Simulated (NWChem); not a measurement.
System: 1,1,1,2-tetrafluoroethane (C$_{2}$H$_{2}$F$_{4}$); SMILES FCC(F)(F)F

NWChem printed, in part:

```
             Northwest Computational Chemistry Package (NWChem) 7.3.0
             --------------------------------------------------------

 C1  symmetry detected

                             Geometry "geometry" -> ""
                             -------------------------

 Output coordinates in angstroms (scale by  1.889725989 to convert to a.u.)

  No.       Tag          Charge          X              Y              Z
 ---- ---------------- ---------- -------------- -------------- --------------
    1 F                    9.0000    -0.10696925     1.96417503     0.00119863
    2 C                    6.0000     0.76079534     0.91950615    -0.00568115
    3 C                    6.0000    -0.00741436    -0.40427443     0.00050492
    4 F                    9.0000    -0.76953772    -0.55128894     1.08342757
    5 F                    9.0000    -0.79383266    -0.54728512    -1.06709305
    6 F                    9.0000     0.86257832    -1.42653804    -0.01111563
    7 H                    1.0000     1.38500363     0.97683696     0.89134654
    8 H                    1.0000     1.36456229     0.98020635    -0.91804687

 Effective nuclear repulsion energy (a.u.)     272.1201869557

                                Z-matrix (autoz)
                                --------

 Units are Angstrom for bonds and degrees for angles

      Type          Name      I     J     K     L     M      Value
      ----------- --------  ----- ----- ----- ----- ----- ----------
    1 Stretch                  1     2                       1.35809
    2 Stretch                  2     3                       1.53055
    3 Stretch                  2     7                       1.09434
    4 Stretch                  2     8                       1.09573
    5 Stretch                  3     4                       1.33235
    6 Stretch                  3     5                       1.33367
    7 Stretch                  3     6                       1.34240
    8 Bend                     1     2     3               110.15602
    9 Bend                     1     2     7               108.66359
   10 Bend                     1     2     8               108.28139
   11 Bend                     2     3     4               112.69490
   12 Bend                     2     3     5               112.67311
   13 Bend                     2     3     6               109.47042
   14 Bend                     3     2     7               109.16504
   15 Bend                     3     2     8               109.13794
   16 Bend                     4     3     5               107.54815
   17 Bend                     4     3     6               107.08093
   18 Bend                     5     3     6               107.07158
   19 Bend                     7     2     8               111.42748
   20 Torsion                  1     2     3     4         -61.16624
   21 Torsion                  1     2     3     5          60.76432
   22 Torsion                  1     2     3     6         179.78624
   23 Torsion                  4     3     2     7          58.07324
   24 Torsion                  4     3     2     8        -179.92176
   25 Torsion                  5     3     2     7        -179.99620
   26 Torsion                  5     3     2     8         -57.99120
   27 Torsion                  6     3     2     7         -60.97429
   28 Torsion                  6     3     2     8          61.03071

                           NWChem Geometry Optimization
                           ----------------------------

 maximum gradient threshold         (gmax) =   0.000450
 rms gradient threshold             (grms) =   0.000300
 maximum cartesian step threshold   (xmax) =   0.001800
 rms cartesian step threshold       (xrms) =   0.001200
 fixed trust radius                (trust) =   0.300000
 source of zmatrix                         =   autoz

          -------------------
          Energy Minimization
          -------------------

 Using diagonal initial Hessian
 Scaling for Hessian diagonals: bonds = 1.00  angles = 0.25  torsions = 0.10

          --------
          Step   0

                                 NWChem DFT Module
                                 -----------------

 Summary of "ao basis" -> "ao basis" (spherical)
 ------------------------------------------------------------------------------
       Tag                 Description            Shells   Functions and Types
 ---------------- ------------------------------  ------  ---------------------
 F                          def2-svp                 6       14   3s2p1d
 C                          def2-svp                 6       14   3s2p1d
 H                          def2-svp                 3        5   2s1p

            General Information
            -------------------
          SCF calculation type: DFT
          Wavefunction type:  closed shell.
          No. of atoms     :     8
          No. of electrons :    50
           Alpha electrons :    25
            Beta electrons :    25
          Charge           :     0
          Spin multiplicity:     1
          Use of symmetry is: off; symmetry adaption is: off
          Maximum number of iterations: 150
          AO basis - number of functions:    94
                     number of shells:    42
          Convergence on energy requested:  1.00D-06
          Convergence on density requested:  1.00D-05
          Convergence on gradient requested:  5.00D-04

              XC Information
              --------------
                         PBE0 Method XC Functional
                     Hartree-Fock (Exact) Exchange  0.250
          PerdewBurkeErnzerhof Exchange Functional  0.750
            Perdew 1991 LDA Correlation Functional  1.000 local
           PerdewBurkeErnz. Correlation Functional  1.000 non-local

             Grid Information
             ----------------
          Grid used for XC integration:  medium
          Radial quadrature: Mura-Knowles
          Angular quadrature: Lebedev.
          Tag              B.-S. Rad. Rad. Pts. Rad. Cut. Ang. Pts.
          ---              ---------- --------- --------- ---------
          F                   0.50       49           9.0       434
          C                   0.70       49           8.0       434
          H                   0.35       45           7.0       434
          Grid pruning is: on
          Number of quadrature shells:   384
          Spatial weights used:  Erf1

      Superposition of Atomic Density Guess
      -------------------------------------

 Sum of atomic energies:        -473.41822454

      Non-variational initial energy
      ------------------------------

 Total energy =    -475.385720
 1-e energy   =   -1200.340996
 2-e energy   =     452.835089
 HOMO         =      -0.391747
 LUMO         =       0.138246

   convergence    iter        energy       DeltaE   RMS-Dens  Diis-err
 ---------------- ----- ----------------- --------- --------- ---------
 d= 0,ls=0.0,diis     1   -475.7627222581 -7.48D+02  1.84D-02  1.84D+00
 d= 0,ls=0.0,diis     2   -475.6387878336  1.24D-01  9.95D-03  3.73D+00
 d= 0,ls=0.0,diis     3   -475.9563464735 -3.18D-01  1.03D-03  2.42D-02
 d= 0,ls=0.0,diis     4   -475.9578847708 -1.54D-03  3.86D-04  3.58D-03
 d= 0,ls=0.0,diis     5   -475.9581620940 -2.77D-04  8.92D-05  2.04D-04
  Resetting Diis
 d= 0,ls=0.0,diis     6   -475.9581783787 -1.63D-05  2.16D-05  1.21D-05
 d= 0,ls=0.0,diis     7   -475.9581793814 -1.00D-06  5.40D-06  2.09D-07
 d= 0,ls=0.0,diis     8   -475.9581793797  1.66D-09  2.81D-06  2.65D-07

         Total DFT energy =     -475.958179379746
      One electron energy =    -1201.271620167763
           Coulomb energy =      506.195785326288
    Exchange-Corr. energy =      -53.002531493952
 Nuclear repulsion energy =      272.120186955680

 Numeric. integr. density =       50.000003053804

                       DFT Final Molecular Orbital Analysis
                       ------------------------------------

[...]

      ----------------------
      Optimization converged
      ----------------------

  Step       Energy      Delta E   Gmax     Grms     Xrms     Xmax
  ---- ---------------- -------- -------- -------- -------- --------
@    5    -475.95910908 -4.4D-07  0.00007  0.00002  0.00037  0.00102
                                     ok       ok       ok       ok

                                Z-matrix (autoz)
                                --------

 Units are Angstrom for bonds and degrees for angles

      Type          Name      I     J     K     L     M      Value     Gradient
      ----------- --------  ----- ----- ----- ----- ----- ---------- ----------
    1 Stretch                  1     2                       1.35703    0.00007
    2 Stretch                  2     3                       1.51351    0.00001
    3 Stretch                  2     7                       1.10172   -0.00003
    4 Stretch                  2     8                       1.10173   -0.00002
    5 Stretch                  3     4                       1.33025    0.00001
    6 Stretch                  3     5                       1.33023    0.00002
    7 Stretch                  3     6                       1.33574   -0.00006
    8 Bend                     1     2     3               109.94509    0.00000
    9 Bend                     1     2     7               110.34150   -0.00001
   10 Bend                     1     2     8               110.34952   -0.00001
   11 Bend                     2     3     4               111.63751   -0.00001
   12 Bend                     2     3     5               111.63842   -0.00001
   13 Bend                     2     3     6               109.01435    0.00002
   14 Bend                     3     2     7               108.35281    0.00001
   15 Bend                     3     2     8               108.35968    0.00002
   16 Bend                     4     3     5               107.96254   -0.00001
   17 Bend                     4     3     6               108.23617    0.00000
   18 Bend                     5     3     6               108.23727    0.00000
   19 Bend                     7     2     8               109.44184   -0.00001
   20 Torsion                  1     2     3     4         -60.50649    0.00001
   21 Torsion                  1     2     3     5          60.44371   -0.00001
   22 Torsion                  1     2     3     6         179.96957    0.00000
   23 Torsion                  4     3     2     7          60.15710    0.00001
   24 Torsion                  4     3     2     8         178.81585    0.00001
   25 Torsion                  5     3     2     7        -178.89269   -0.00001
   26 Torsion                  5     3     2     8         -60.23395   -0.00001
   27 Torsion                  6     3     2     7         -59.36683   -0.00000
   28 Torsion                  6     3     2     8          59.29192   -0.00000

                         Geometry "geometry" -> "geometry"
                         ---------------------------------

 Output coordinates in angstroms (scale by  1.889725989 to convert to a.u.)

  No.       Tag          Charge          X              Y              Z
 ---- ---------------- ---------- -------------- -------------- --------------
    1 F                    9.0000    -0.13473556     1.94783084     0.00352650
    2 C                    6.0000     0.74503305     0.91466986    -0.00687291
    3 C                    6.0000    -0.00338851    -0.40083197    -0.00022168
    4 F                    9.0000    -0.76357035    -0.52720079     1.08407848
    5 F                    9.0000    -0.78750205    -0.52448286    -1.06764900
    6 F                    9.0000     0.87897394    -1.40358078    -0.01128896
    7 H                    1.0000     1.38964224     0.95156172     0.88582707
    8 H                    1.0000     1.37073281     0.95337193    -0.91285855

 Effective nuclear repulsion energy (a.u.)     273.4794765080

                Final and change from initial internal coordinates
                --------------------------------------------------

                                Z-matrix (autoz)
                                --------

 Units are Angstrom for bonds and degrees for angles

[...]

 Rotational Constants
 --------------------
 A=   0.179690 cm-1  (  0.258529 K)
 B=   0.093937 cm-1  (  0.135152 K)
 C=   0.092605 cm-1  (  0.133235 K)

 Temperature                      =   298.15K
 frequency scaling parameter      =   1.0000

 Zero-Point correction to Energy  =   28.971 kcal/mol  (  0.046168 au)
 Thermal correction to Energy     =   32.365 kcal/mol  (  0.051577 au)
 Thermal correction to Enthalpy   =   32.957 kcal/mol  (  0.052520 au)

 Total Entropy                    =   75.412 cal/mol-K
   - Translational                =   39.759 cal/mol-K (mol. weight = 102.0093)
   - Rotational                   =   26.425 cal/mol-K (symmetry #  =        1)
   - Vibrational                  =    9.228 cal/mol-K

 Cv (constant volume heat capacity) =   17.774 cal/mol-K
   - Translational                  =    2.979 cal/mol-K
   - Rotational                     =    2.979 cal/mol-K
   - Vibrational                    =   11.815 cal/mol-K

[normal modes left out]

 ----------------------------------------------------------------------------
 Normal Eigenvalue ||           Projected Infra Red Intensities
  Mode   [cm**-1]  || [atomic units] [(debye/angs)**2] [(KM/mol)] [arbitrary]
 ------ ---------- || -------------- ----------------- ---------- -----------
    1       -0.000 ||    0.000154           0.004         0.150       0.037
    2       -0.000 ||    0.000562           0.013         0.547       0.134
    3       -0.000 ||    0.000643           0.015         0.627       0.153
    4        0.000 ||    0.000667           0.015         0.650       0.159
    5        0.000 ||    0.000326           0.008         0.317       0.078
    6        0.000 ||    0.000177           0.004         0.173       0.042
    7      105.119 ||    0.005531           0.128         5.392       1.319
    8      215.945 ||    0.003325           0.077         3.241       0.793
    9      356.616 ||    0.001095           0.025         1.068       0.261
   10      419.368 ||    0.000777           0.018         0.757       0.185
   11      543.599 ||    0.002880           0.066         2.808       0.687
   12      561.063 ||    0.009806           0.226         9.560       2.338
   13      680.785 ||    0.033568           0.774        32.724       8.005
   14      873.020 ||    0.014137           0.326        13.782       3.371
   15      990.095 ||    0.049148           1.134        47.911      11.720
   16     1174.115 ||    0.081993           1.892        79.931      19.552
   17     1230.503 ||    0.060846           1.404        59.315      14.509
   18     1248.518 ||    0.289565           6.680       282.282      69.051
   19     1336.223 ||    0.180537           4.165       175.997      43.051
   20     1341.807 ||    0.194704           4.492       189.807      46.430
   21     1470.140 ||    0.049531           1.143        48.285      11.811
   22     1480.973 ||    0.002410           0.056         2.350       0.575
   23     3087.980 ||    0.013540           0.312        13.200       3.229
   24     3159.203 ||    0.010521           0.243        10.257       2.509
 ----------------------------------------------------------------------------
```

Level: PBE0/def2-SVP. 

Write an input that gives this output.

Several could match; the one computed here: the input that was run:
```
start job
memory heap 200 mb stack 900 mb global 1100 mb
geometry units angstroms
  F     -1.700939    -1.028109    -0.098629
  C     -1.202884     0.234398    -0.147752
  C      0.318518     0.207948     0.017220
  F      0.699991    -0.305147     1.186142
  F      0.927940    -0.486275    -0.944721
  F      0.796441     1.461175    -0.038069
  H     -1.642649     0.816339     0.668050
  H     -1.450859     0.663942    -1.124804
end
basis spherical
  * library def2-svp
end
dft
  xc pbe0
  iterations 150
end
driver
  maxiter 120
end
task dft optimize
task dft freq
```
